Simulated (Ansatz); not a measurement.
Stepwise reaction of `C[Si](F)(F)C#N` with hydrogen, as a gas-phase model of exchange steps in deposition or etching. ΔE in kJ/mol; ΔG adds harmonic PBE0-D4 terms to CCSD(T)/CBS, at 1 bar.

Program: Ansatz. Geometries: PBE0-D4/def2-TZVP. ΔE: electronic, gas phase. CCSD(T)/CBS is the MP2 limit (def2-TZVPP, def2-QZVPP) plus CCSD(T) − MP2 in def2-TZVPP, frozen cores. This one scheme is used for every species. Functionals use def2-TZVPP. B3LYP here is the variant with VWN-RPA as its local correlation; programs differ in this.

```
step                                  reaction  PBE-D4  B3LYP-D4  ωB97M-V  CCSD(T)/CBS  ΔG(600 K)
   2  `C[SiH](F)C#N` + H₂ → `C[SiH2]C#N` + H–F   108.8     117.8    118.1        114.2      111.7
```

Task: Give the row of step 1, `C[Si](F)(F)C#N` + H₂ → `C[SiH](F)C#N` + H–F. (Best estimate.)

Result: Computed: 
```
step                                      reaction  PBE-D4  B3LYP-D4  ωB97M-V  CCSD(T)/CBS  ΔG(600 K)
   1  `C[Si](F)(F)C#N` + H₂ → `C[SiH](F)C#N` + H–F   126.6     134.5    135.1        131.0      127.8
```

Task: By hand: ΔE of the 2 steps together at CCSD(T)/CBS.

Result: (131.0) + (114.2) = 245.2 kJ/mol, or 122.6 kJ/mol a step.

In ΔE each step is lower than the one before. All are uphill at CCSD(T)/CBS. ΔG lies between 111.7 and 127.8 kJ/mol a step. PBE-D4 differs from CCSD(T)/CBS by -5.4 to -4.4 kJ/mol a step. Isolated molecules leave out the surface, adducts and barriers. Largest T1 diagnostic: 0.012.
